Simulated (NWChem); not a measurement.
A series in which one site is exchanged, each optimised at PBE0/def2-SVP with NWChem, gas phase unless a solvent is named. This build's default masses of Se (78.918 u) and Br (79.917 u) are each other's, which moves their modes by up to 0.6 %. Shieldings are non-relativistic GIAO values without spin-orbit effects.

A: S[SiH3] (SiH$_{4}$S; site = S)
B: [SiH3][MgH] (MgSiH₄; site = Mg)
C: [SiH3]O (SiH$_{4}$O; site = O)
D: [SiH3][SeH] (SiH₄Se; site = Se)

Values for A:

```
Property                                                  Result
--------------------------------------------------------  ------
highest harmonic frequency (cm⁻¹), PBE0/def2-SVP            2714
vertical ionisation energy, ΔSCF, B3LYP/def2-SVP (eV)       9.82
lowest singlet excitation, B3LYP/def2-SVPD, TDA (eV)        5.78
29Si shift against tetramethylsilane, KT2/pcSseg-1 (ppm)   -55.0
```

Question: How do these values change for the other members?

Answer: 
```
change from A                                                 B      C      D
--------------------------------------------------------  -----  -----  -----
highest harmonic frequency (cm⁻¹), PBE0/def2-SVP           -529  +1225   -264
vertical ionisation energy, ΔSCF, B3LYP/def2-SVP (eV)     -0.96  +1.29  -0.45
lowest singlet excitation, B3LYP/def2-SVPD, TDA (eV)      -1.25  +1.12  -0.60
29Si shift against tetramethylsilane, KT2/pcSseg-1 (ppm)  -94.1  +24.5   -4.1
```
